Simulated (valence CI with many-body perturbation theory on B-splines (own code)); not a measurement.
## E1 transitions of Sm XLIX

Level of theory: valence CI with perturbative core correlation (CI+MBPT): four valence electrons over a frozen Dirac-Fock core [Ne], a basis of 11 s, 11 p, 10 d, 8 f, 5 g, 2 h functions for each j, with the one-electron correlation potential Σ1 (screened to all orders), the two-electron term Σ2, the three-electron term Σ3, Breit, model QED; selected single and double excitations, second order for the rest, scaled by the run's own slope (own B-spline code, finite nucleus).

No measured spectrum was set against this ion. As an estimate, large intervals hold to a few tenths of a per cent, small ones and those within an open d or f shell to about a per cent. Among the levels kept, up to 590 cm⁻¹ of a level comes from second order outside the variational space, and about a tenth of that is noise between levels of different J, which matters for small intervals.

Lines 51 to 100 of 548 in falling wavelength, among levels below 979.69 eV, chosen from the strongest by gf and those to the six lowest levels. Wavelengths and rates use the calculated energies. Electric multipoles are in the length gauge, E1 and E2 with the static RPA response of the core. Weak lines are less certain than strong ones. Lines between different terms over intervals too small for the method are left out, as are lines whose strength nearly cancels. The highest levels of a list are the least certain.

Levels are named by their leading jj configuration (3d3/2^4 stands for four electrons in 3d with j = 3/2), which in mixed levels can hold well under half, so a name can repeat and another be missing. Letters in brackets count levels of one name in rising energy.

```
λ vac (Å)                           Upper                           Lower   A (s⁻¹)  S (a.u.) with core polarisation  S without
    85.29  (3s 3p1/2 3p3/2 3d3/2) J=2 [a]          (3s 3p1/2 3p3/2^2) J=3  1.69e+10                         2.59e-02   2.64e-02
    84.93      (3s 3p1/2 3p3/2^2) J=2 [b]              (3s^2 3p3/2^2) J=2  1.46e+10                         2.21e-02   2.25e-02
    84.88   (3p1/2 3p3/2^2 3d5/2) J=3 [a]      (3s 3p3/2^2 3d5/2) J=4 [a]  2.60e+10                         5.50e-02   5.60e-02
    84.80             (3p1/2 3p3/2^3) J=1                (3s 3p3/2^3) J=2  2.59e+10                         2.34e-02   2.38e-02
    84.77           (3p1/2^2 3d3/2^2) J=2          (3s 3p1/2 3d3/2^2) J=3  4.08e+10                         6.13e-02   6.24e-02
    83.11       (3p1/2^2 3p3/2 3d5/2) J=3  (3s 3p1/2 3p3/2 3d5/2) J=4 [b]  2.09e+10                         4.14e-02   4.21e-02
    82.95   (3p1/2 3p3/2^2 3d5/2) J=4 [b]      (3s 3p3/2^2 3d5/2) J=4 [a]  2.05e+10                         5.20e-02   5.30e-02
    82.89  (3s 3p1/2 3p3/2 3d5/2) J=3 [c]          (3s^2 3p3/2 3d5/2) J=4  1.78e+10                         3.49e-02   3.55e-02
    82.56          (3s 3p1/2^2 3p3/2) J=1          (3s^2 3p1/2 3p3/2) J=1  7.48e+09                         6.23e-03   6.34e-03
    82.35  (3s 3p1/2 3p3/2 3d3/2) J=2 [e]          (3s^2 3p3/2 3d3/2) J=3  1.65e+10                         2.28e-02   2.32e-02
    82.15       (3p1/2^2 3p3/2 3d5/2) J=2  (3s 3p1/2 3p3/2 3d5/2) J=3 [a]  2.68e+10                         3.66e-02   3.73e-02
    82.04  (3s 3p1/2 3p3/2 3d5/2) J=4 [c]          (3s^2 3p3/2 3d5/2) J=4  1.14e+10                         2.80e-02   2.84e-02
    81.60   (3p1/2 3p3/2^2 3d5/2) J=4 [a]          (3s 3p3/2^2 3d5/2) J=5  2.97e+10                         7.17e-02   7.30e-02
    81.21   (3p1/2 3p3/2^2 3d3/2) J=2 [b]      (3s 3p3/2^2 3d3/2) J=3 [a]  1.70e+10                         2.24e-02   2.28e-02
    80.83   (3p1/2 3p3/2^2 3d3/2) J=3 [b]          (3s 3p3/2^2 3d3/2) J=4  3.55e+10                         6.48e-02   6.59e-02
    80.40       (3p1/2^2 3d3/2 3d5/2) J=3  (3s 3p1/2 3d3/2 3d5/2) J=4 [a]  4.59e+10                         8.25e-02   8.39e-02
    80.33      (3s 3p1/2 3p3/2^2) J=1 [b]              (3s^2 3p3/2^2) J=2  1.15e+10                         8.84e-03   9.01e-03
    79.97       (3p1/2^2 3p3/2 3d5/2) J=4      (3s 3p1/2 3p3/2 3d5/2) J=5  4.96e+10                         1.13e-01   1.15e-01
    79.70          (3s 3p1/2^2 3d3/2) J=1          (3s 3p1/2^2 3p3/2) J=1  9.36e+09                         7.02e-03   7.14e-03
    79.43       (3p1/2^2 3p3/2 3d3/2) J=3      (3s 3p1/2 3p3/2 3d3/2) J=4  5.62e+10                         9.73e-02   9.90e-02
    79.22       (3p1/2 3p3/2^2 3d5/2) J=5          (3s 3p3/2^2 3d5/2) J=5  2.54e+10                         6.86e-02   6.98e-02
    79.09       (3p1/2^2 3p3/2 3d3/2) J=2  (3s 3p1/2 3p3/2 3d3/2) J=3 [a]  3.53e+10                         4.31e-02   4.38e-02
    78.40           (3p1/2^2 3d3/2^2) J=2      (3s 3p1/2 3d3/2^2) J=2 [a]  2.73e+10                         3.24e-02   3.30e-02
    77.62  (3s 3p1/2 3p3/2 3d3/2) J=2 [b]          (3s 3p1/2 3p3/2^2) J=3  3.18e+10                         3.67e-02   3.73e-02
    77.34   (3p1/2 3p3/2^2 3d3/2) J=2 [c]      (3s 3p3/2^2 3d3/2) J=3 [a]  2.00e+10                         2.28e-02   2.32e-02
    77.05          (3s 3p1/2^2 3d3/2) J=2          (3s 3p1/2^2 3p3/2) J=1  2.34e+09                         2.65e-03   2.70e-03
    75.23       (3p1/2^2 3d3/2 3d5/2) J=2  (3s 3p1/2 3d3/2 3d5/2) J=3 [a]  3.11e+10                         3.26e-02   3.32e-02
    73.68          (3s^2 3p1/2 3d3/2) J=2          (3s^2 3p1/2 3p3/2) J=2  4.53e+09                         4.47e-03   4.54e-03
    73.42       (3p1/2^2 3p3/2 3d3/2) J=1  (3s 3p1/2 3p3/2 3d3/2) J=2 [b]  5.15e+10                         3.02e-02   3.07e-02
    71.86       (3p1/2^2 3p3/2 3d5/2) J=4  (3s 3p1/2 3p3/2 3d5/2) J=4 [a]  2.63e+10                         4.33e-02   4.40e-02
    70.48          (3s^2 3p1/2 3d3/2) J=2          (3s^2 3p1/2 3p3/2) J=1  2.16e+08                         1.86e-04   1.89e-04
    69.34          (3s 3p1/2^2 3d3/2) J=1          (3s 3p1/2^2 3p3/2) J=2  3.36e+09                         1.66e-03   1.69e-03
    69.18  (3s 3p1/2 3d3/2 3d5/2) J=4 [b]  (3s 3p1/2 3p3/2 3d5/2) J=4 [b]  1.67e+10                         2.46e-02   2.50e-02
    67.32          (3s 3p1/2^2 3d3/2) J=2          (3s 3p1/2^2 3p3/2) J=2  9.95e+09                         7.49e-03   7.61e-03
    64.22          (3s^2 3p3/2 3d3/2) J=3              (3s^2 3p3/2^2) J=2  1.29e+09                         1.18e-03   1.20e-03
    63.91          (3s^2 3p3/2 3d3/2) J=2              (3s^2 3p3/2^2) J=2  1.51e+08                         9.71e-05   1.00e-04
    63.63          (3s^2 3p3/2 3d3/2) J=1              (3s^2 3p3/2^2) J=2  3.58e+08                         1.37e-04   1.38e-04
    63.43      (3s 3p1/2 3d3/2 3d5/2) J=5      (3s 3p1/2 3p3/2 3d5/2) J=5  1.76e+10                         2.44e-02   2.48e-02
    62.72      (3s 3p1/2 3d5/2^2) J=3 [b]  (3s 3p1/2 3p3/2 3d5/2) J=2 [d]  8.10e+10                         6.91e-02   7.01e-02
    62.31      (3s 3p1/2 3d5/2^2) J=4 [a]  (3s 3p1/2 3p3/2 3d5/2) J=3 [c]  1.87e+10                         2.01e-02   2.05e-02
    61.92      (3s 3p1/2 3d5/2^2) J=3 [a]  (3s 3p1/2 3p3/2 3d5/2) J=2 [c]  2.22e+10                         1.83e-02   1.85e-02
    61.60          (3s^2 3p1/2 3d3/2) J=1          (3s^2 3p1/2 3p3/2) J=2  3.00e+09                         1.04e-03   1.06e-03
    61.27      (3s 3p1/2 3d5/2^2) J=4 [b]  (3s 3p1/2 3p3/2 3d5/2) J=3 [d]  9.28e+10                         9.48e-02   9.63e-02
    60.81      (3s 3p1/2 3d5/2^2) J=3 [b]  (3s 3p1/2 3p3/2 3d5/2) J=2 [c]  3.80e+10                         2.95e-02   3.00e-02
    60.70              (3s^2 3d5/2^2) J=4          (3s^2 3p3/2 3d5/2) J=3  1.08e+11                         1.07e-01   1.09e-01
    60.59          (3s 3p1/2 3d5/2^2) J=5  (3s 3p1/2 3p3/2 3d5/2) J=4 [c]  3.77e+10                         4.56e-02   4.63e-02
    60.52      (3s 3p1/2 3d5/2^2) J=3 [b]  (3s 3p1/2 3p3/2 3d5/2) J=3 [d]  3.36e+10                         2.58e-02   2.62e-02
    60.42  (3s 3p1/2 3d3/2 3d5/2) J=3 [b]  (3s 3p1/2 3p3/2 3d3/2) J=3 [c]  2.07e+10                         1.58e-02   1.60e-02
    59.91  (3s 3p1/2 3d3/2 3d5/2) J=4 [b]  (3s 3p1/2 3p3/2 3d3/2) J=3 [c]  4.92e+10                         4.70e-02   4.77e-02
    59.74              (3s^2 3d5/2^2) J=2          (3s^2 3p3/2 3d5/2) J=1  6.05e+10                         3.19e-02   3.24e-02
```
